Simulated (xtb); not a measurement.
BCl₃ (SMILES ClB(Cl)Cl), singlet, from a rough starting geometry; GFN2-xTB run with xtb 6.7.1.

The xtb input:
```
$ xtb mol.xyz --gfn 2 --opt vtight --json

# file mol.xyz
4

B      0.01628028     0.01156280     0.01562993
Cl     0.01070782     1.74601052     0.05603855
Cl     1.45662679    -0.90861153    -0.00429055
Cl    -1.50267853    -0.85540367     0.03082213
```

Question: Write the output that xtb gives for this input, abridged.

Answer: 
```
   ID    Z sym.   atoms
    1    5 B      1
    2   17 Cl     2-4

           -------------------------------------------------
          |                Calculation Setup                |
           -------------------------------------------------

           -------------------------------------------------
          |                 G F N 2 - x T B                 |
           -------------------------------------------------

          ...................................................
          :                      SETUP                      :
          :.................................................:
          :  # basis functions                  34          :
          :  # atomic orbitals                  31          :
          :  # shells                           11          :
          :  # electrons                        24          :
          :  max. iterations                   250          :
          :  Hamiltonian                  GFN2-xTB          :
          :  restarted?                      false          :
          :  GBSA solvation                  false          :
          :  PC potential                    false          :
          :  electronic temp.          300.0000000     K    :
          :  accuracy                    1.0000000          :
          :  -> integral cutoff          0.2500000E+02      :
          :  -> integral neglect         0.1000000E-07      :
          :  -> SCF convergence          0.1000000E-05 Eh   :
          :  -> wf. convergence          0.1000000E-03 e    :
          :  Broyden damping             0.4000000          :
          :  net charge                          0          :
          :  unpaired electrons                  0          :
          ...................................................

 iter      E             dE          RMSdq      gap      omega  full diag
   1    -14.7640769 -0.147641E+02  0.924E+00    6.36       0.0  T
   2    -14.8924964 -0.128419E+00  0.799E+00    3.19       1.0  T
   3    -14.9767834 -0.842870E-01  0.369E+00    4.51       1.0  T
   4    -14.9778708 -0.108745E-02  0.147E+00    4.12       1.0  T
   5    -14.9869154 -0.904453E-02  0.554E-01    4.49       1.0  T
   6    -14.9872344 -0.318996E-03  0.199E-01    4.45       1.0  T
   7    -14.9872213  0.131060E-04  0.231E-01    4.44       1.0  T
   8    -14.9872402 -0.189157E-04  0.581E-02    4.42       1.0  T
   9    -14.9872513 -0.111288E-04  0.129E-02    4.44       3.9  T
  10    -14.9872516 -0.293590E-06  0.168E-02    4.43       3.0  T
  11    -14.9872508  0.748948E-06  0.185E-02    4.44       2.7  T
  12    -14.9872516 -0.800008E-06  0.648E-03    4.44       7.7  T
  13    -14.9872517 -0.100099E-06  0.110E-03    4.43      45.3  T
  14    -14.9872517  0.126810E-07  0.183E-03    4.43      27.3  T
  15    -14.9872517 -0.131096E-07  0.313E-04    4.43     159.9  T
  16    -14.9872517 -0.306528E-09  0.113E-04    4.43     440.8  T

   *** convergence criteria satisfied after 16 iterations ***

         :::::::::::::::::::::::::::::::::::::::::::::::::::::
         ::                     SUMMARY                     ::
         :::::::::::::::::::::::::::::::::::::::::::::::::::::
         :: total energy             -14.968193427472 Eh    ::
         :: gradient norm              0.012165848050 Eh/a0 ::
         :: HOMO-LUMO gap              4.434983627443 eV    ::
         ::.................................................::
         :: SCC energy               -14.987251376717 Eh    ::
         :: -> isotropic ES            0.045371657413 Eh    ::
         :: -> anisotropic ES          0.000281823299 Eh    ::
         :: -> anisotropic XC         -0.001035965450 Eh    ::
         :: -> dispersion             -0.003225999490 Eh    ::
         :: repulsion energy           0.019057949244 Eh    ::
         :: add. restraining           0.000000000000 Eh    ::
         :: total charge               0.000000000000 e     ::
         :::::::::::::::::::::::::::::::::::::::::::::::::::::

      -----------------------------------------------------------
     |                   =====================                   |
     |                        A N C O P T                        |
     |                   =====================                   |
     |               Approximate Normal Coordinate               |
     |                Rational Function Optimizer                |
      -----------------------------------------------------------
      -----------------------------------------------------------
     |                   =====================                   |
     |                        A N C O P T                        |
     |                   =====================                   |
     |               Approximate Normal Coordinate               |
     |                Rational Function Optimizer                |
      -----------------------------------------------------------

          ...................................................
          :                      SETUP                      :
          :.................................................:
          :   optimization level         verytight          :
          :   max. optcycles                   200          :
          :   ANC micro-cycles                  20          :
          :   degrees of freedom                 6          :
          :.................................................:
          :   RF solver                   davidson          :
          :   write xtbopt.log                true          :
          :   linear?                        false          :
          :   energy convergence         0.1000000E-06 Eh   :
          :   grad. convergence          0.2000000E-03 Eh/α :
          :   maxmium RF displ.          1.0000000          :
          :   Hlow (freq-cutoff)         0.1000000E-01      :
          :   Hmax (freq-cutoff)         5.0000000          :
          :   S6 in model hess.         20.0000000          :
[...]
 * total energy  :   -14.9681934 Eh     change       -0.4652456E-10 Eh
 * total energy  :   -14.9684695 Eh     change       -0.2760350E-03 Eh
 * total energy  :   -14.9686013 Eh     change       -0.1318612E-03 Eh
 * total energy  :   -14.9686204 Eh     change       -0.1912479E-04 Eh
 * total energy  :   -14.9686370 Eh     change       -0.1656420E-04 Eh
 * total energy  :   -14.9686382 Eh     change       -0.1177232E-05 Eh
 * total energy  :   -14.9686383 Eh     change       -0.1317491E-06 Eh
 * total energy  :   -14.9686383 Eh     change       -0.7499318E-08 Eh
   *** GEOMETRY OPTIMIZATION CONVERGED AFTER 8 ITERATIONS ***
[...]
          :  -> SCF convergence          0.1000000E-05 Eh   :
          :  -> wf. convergence          0.1000000E-03 e    :
          :  Broyden damping             0.4000000          :
          :  net charge                          0          :
          :  unpaired electrons                  0          :
          ...................................................

 iter      E             dE          RMSdq      gap      omega  full diag
   1    -14.9887467 -0.149887E+02  0.261E-04    4.50       0.0  T
   2    -14.9887467 -0.770939E-10  0.217E-04    4.50     230.9  T
   3    -14.9887467 -0.734577E-10  0.173E-04    4.50     289.3  T

   *** convergence criteria satisfied after 3 iterations ***

         :::::::::::::::::::::::::::::::::::::::::::::::::::::
         ::                     SUMMARY                     ::
         :::::::::::::::::::::::::::::::::::::::::::::::::::::
         :: total energy             -14.968638329322 Eh    ::
         :: gradient norm              0.001300432772 Eh/a0 ::
         :: HOMO-LUMO gap              4.504802393775 eV    ::
         ::.................................................::
         :: SCC energy               -14.988746316697 Eh    ::
         :: -> isotropic ES            0.045766084033 Eh    ::
         :: -> anisotropic ES          0.000304565228 Eh    ::
         :: -> anisotropic XC         -0.001173774596 Eh    ::
         :: -> dispersion             -0.003229594750 Eh    ::
         :: repulsion energy           0.020107987375 Eh    ::
         :: add. restraining           0.000000000000 Eh    ::
         :: total charge              -0.000000000000 e     ::
         :::::::::::::::::::::::::::::::::::::::::::::::::::::

           -------------------------------------------------
          |                Property Printout                |
           -------------------------------------------------

    * Orbital Energies and Occupations

         #    Occupation            Energy/Eh            Energy/eV
      -------------------------------------------------------------
         1        2.0000           -1.0848939             -29.5215
         2        2.0000           -1.0830627             -29.4716
         3        2.0000           -1.0830548             -29.4714
         4        2.0000           -0.5796822             -15.7740
         5        2.0000           -0.5312441             -14.4559
         6        2.0000           -0.5312424             -14.4558
         7        2.0000           -0.5188819             -14.1195
         8        2.0000           -0.4661830             -12.6855
         9        2.0000           -0.4661735             -12.6852
        10        2.0000           -0.4613574             -12.5542
        11        2.0000           -0.4613549             -12.5541
        12        2.0000           -0.4557483             -12.4015 (HOMO)
        13                         -0.2901999              -7.8967 (LUMO)
        14                         -0.1174013              -3.1947
        15                         -0.0758851              -2.0649
        16                         -0.0758719              -2.0646
        17                         -0.0181412              -0.4936
        18                         -0.0181328              -0.4934
        19                         -0.0174546              -0.4750
        20                         -0.0172856              -0.4704
        21                         -0.0172769              -0.4701
        22                         -0.0171754              -0.4674
        23                         -0.0171668              -0.4671
       ...                                ...                  ...
        31                          0.3437935               9.3551
      -------------------------------------------------------------
                  HL-Gap            0.1655484 Eh            4.5048 eV
             Fermi-level           -0.3729741 Eh          -10.1491 eV

     #   Z          covCN         q      C6AA      α(0)
     1   5 B        2.469     0.471    17.075     7.323
     2  17 Cl       0.986    -0.157   104.073    15.607
     3  17 Cl       0.986    -0.157   104.071    15.607
     4  17 Cl       0.986    -0.157   104.070    15.607

 Mol. C6AA /au·bohr⁶  :       1204.891926
 Mol. C8AA /au·bohr⁸  :      50001.864691
 Mol. α(0) /au        :         54.144282

Wiberg/Mayer (AO) data.
largest (>0.10) Wiberg bond orders for each atom

 ---------------------------------------------------------------------------
     #   Z sym  total        # sym  WBO       # sym  WBO       # sym  WBO
 ---------------------------------------------------------------------------
     1   5 B    3.428 --     4 Cl   1.143     3 Cl   1.143     2 Cl   1.143
     2  17 Cl   1.279 --     1 B    1.143
     3  17 Cl   1.279 --     1 B    1.143
     4  17 Cl   1.279 --     1 B    1.143
 ---------------------------------------------------------------------------

Topologies differ in total number of bonds
Writing topology from bond orders to xtbtopo.mol

molecular dipole:
                 x           y           z       tot (Debye)
 q only:       -0.000      -0.000      -0.010
   full:       -0.000       0.000      -0.008       0.021
molecular quadrupole (traceless):
                xx          xy          yy          xz          yz          zz
 q only:       -1.246      -0.001      -1.247       0.046      -0.061       2.493
  q+dip:       -1.865      -0.001      -1.865       0.068      -0.092       3.730
   full:       -2.064      -0.001      -2.063       0.075      -0.101       4.127

optimized geometry written to: xtbopt.xyz

           -------------------------------------------------
          | TOTAL ENERGY              -14.968638329322 Eh   |
          | GRADIENT NORM               0.001300432772 Eh/α |
          | HOMO-LUMO GAP               4.504802393775 eV   |
           -------------------------------------------------

normal termination of xtb
```
